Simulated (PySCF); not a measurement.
Species: `[C@H](F)([SiH2][Si@H]([SiH3])F)C#N`. The columns A, B, C and D hold Mulliken, IAO, Hirshfeld and ESP-fitted charges (e) of one PBE0/pcSseg-1 density (PySCF), in a shuffled order. Coordinates in Å (GFN2-xTB); the density's dipole moment is (-0.84, -0.72, 2.14) D.

| atom | x | y | z | A | B | C | D |
| --- | --- | --- | --- | --- | --- | --- | --- |
| N1 | 3.113 | 0.990 | -0.870 | -0.202 | -0.226 | -0.220 | -0.446 |
| C2 | 2.461 | 0.759 | 0.042 | +0.069 | +0.064 | +0.117 | +0.393 |
| C3 | 1.614 | 0.391 | 1.134 | -0.002 | -0.060 | -0.111 | -0.162 |
| F4 | 0.628 | 1.356 | 1.331 | -0.097 | -0.318 | -0.312 | -0.182 |
| Si5 | 0.692 | -1.287 | 0.758 | +0.257 | +0.306 | +0.443 | +0.249 |
| Si6 | -0.776 | -0.790 | -0.968 | +0.280 | +0.550 | +0.677 | +0.437 |
| F7 | -1.638 | -2.168 | -1.096 | -0.217 | -0.434 | -0.547 | -0.301 |
| Si8 | -2.280 | 0.970 | -0.744 | +0.229 | +0.172 | +0.291 | +0.158 |
| H9 | 2.199 | 0.346 | 2.056 | +0.069 | +0.179 | +0.188 | +0.183 |
| H10 | 1.797 | -2.243 | 0.594 | -0.058 | -0.018 | -0.081 | -0.052 |
| H11 | 0.091 | -1.594 | 2.064 | -0.065 | -0.030 | -0.086 | -0.059 |
| H12 | -0.054 | -0.819 | -2.247 | -0.070 | -0.056 | -0.103 | -0.084 |
| H13 | -3.018 | 0.875 | 0.520 | -0.065 | -0.048 | -0.087 | -0.053 |
| H14 | -1.563 | 2.244 | -0.771 | -0.066 | -0.043 | -0.086 | -0.044 |
| H15 | -3.271 | 0.977 | -1.826 | -0.062 | -0.040 | -0.084 | -0.037 |

Question: Which column most likely holds the ESP-fitted charges?

Answer: D. Σ q r misses the density's dipole by 0.02 D (D), 0.75 D (A), 1.42 D (B), 1.89 D (C). Charges fitted to the outside potential are the only set here that is tied to the molecule's multipoles.

Question: And the Hirshfeld charges?

Answer: A. The mean sizes are 0.121 e (A), 0.170 e (B), 0.189 e (D), 0.229 e (C), and Hirshfeld charges are commonly the smallest of these schemes.

As computed, A = Hirshfeld, B = Mulliken, C = IAO, D = ESP-fitted.

The Hirshfeld scheme weights the molecular density at each point by an atom's share of the summed free-atom densities. The IAO scheme projects the occupied orbitals on a minimal set of polarised atomic orbitals and counts the electrons in each atom's part of it.

The structure is a single GFN2-xTB conformer in the gas phase; no vibrational or solvent corrections.

The run behind these numbers computed NMR shieldings as well. Time: 74 s wall (with the writing of density and orbital grids); peak memory 0.90 GiB. Hardware: Arm Neoverse N1, one thread, on a shared host.

Conformer computed: `[N:1]#[C:2][C@@H:3]([F:4])[SiH2:5][Si@@H:6]([F:7])[SiH3:8]`: C2–C3–Si5–Si6 -68°, C3–Si5–Si6–F7 -173°.
